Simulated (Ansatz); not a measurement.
Total energies of ZrBrCl₃ from Ansatz at PBE0-D4/def2-TZVP, gas phase (1 Eh = 27.2114 eV = 2625.5 kJ/mol). The reference geometry is relaxed at PBE0-D4/def2-SVP.

```csv
atom,x (Å),y (Å),z (Å)
Zr1,0.0028,0.0017,0.0324
Br2,-0.2087,-0.1265,-2.4259
Cl3,-1.4982,1.5695,0.8530
Cl4,2.1662,0.6320,0.5866
Cl5,-0.4621,-2.0766,0.9540
```

| state | geometry | energy (Eh) |
| --- | --- | --- |
| charge 0 singlet | reference | -4001.42376 |
| charge 1 doublet | reference | -4001.01399 |
| charge 1 doublet | relaxed at PBE0-D4/def2-SVP | -4001.02901 |
| free Zr atom (triplet) | – | -46.88229 |
| free Br atom (doublet) | – | -2573.81189 |
| free Cl atom (doublet) | – | -459.99739 |

In the def2 sets Zr takes a core potential; there is no spin–orbit coupling.

Task: Work out the vertical ionisation energy to the doublet.

Result: E(charge 1 doublet) − E(charge 0 singlet) = -4001.01399 − (-4001.42376) = 0.40977 Eh = 11.15 eV. For comparison, −ε of the highest occupied level is 9.25 eV at this level, 1.90 eV less.

Task: How much does the charge 1 doublet relax, and what is the adiabatic ionisation energy?

Result: Relaxation: -4001.01399 − (-4001.02901) = 0.01502 Eh = 0.41 eV. Adiabatic ionisation energy: 0.39475 Eh = 10.74 eV, without zero-point energy. 

Task: What is the binding energy per atom against free atoms?

Result: Atoms: 1 × (-46.88229) + 1 × (-2573.81189) + 3 × (-459.99739) = -4000.68635 Eh. Binding: -4000.68635 − (-4001.42376) = 0.73741 Eh = 20.07 eV, or 4.01 eV for each of 5 atoms (no zero-point energy, no counterpoise term).
